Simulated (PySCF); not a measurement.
Ga(Me)(Cl) (CH₃ClGa), SMILES [CH3][Ga+][Cl], charge +1. Atoms are numbered in the order given.

```xyz
6

Ga     0.0000     0.0000    -0.2870
C      0.0000     0.0000    -2.1933
H     -0.8971    -0.5179    -2.5373
H      0.8971    -0.5179    -2.5373
H      0.0000     1.0358    -2.5373
Cl     0.0000     0.0000     1.7452
```
Charge +1, spin multiplicity 1.

Coordinates come from a ωB97X-D3(BJ)/def2-TZVP optimisation. The multiplicity is an assumed one; other spin states were not compared. The isomer is the one that the SMILES or the coordinates give; other isomers of the formula were not compared.

Two levels are set side by side: PBE/pcSseg-2 (PySCF) and KT2/pcSseg-2 (PySCF). GIAO shifts against HCl (³⁵Cl), TMS (¹H), TMS (¹³C) at the same level; non-relativistic, no solvent, atoms listed together averaged. Without spin–orbit terms, shifts of atoms bonded to Cl or Br come out too high at both levels. Differences are taken from unrounded values.

```
quantity                     KT2    PBE  PBE minus KT2
-------------------------  -----  -----  -------------
δ(¹³C) of C2 (ppm)          15.1   14.8           -0.2
δ(¹H) of H3, H4, H5 (ppm)   2.58   2.54          -0.04
δ(³⁵Cl) of Cl6 (ppm)       245.4  249.2            3.8
```

On these quantities the two levels nearly agree.

Rough cost on one machine, each run with all the roots and properties that it gave: KT2 against PBE within a factor of 2.
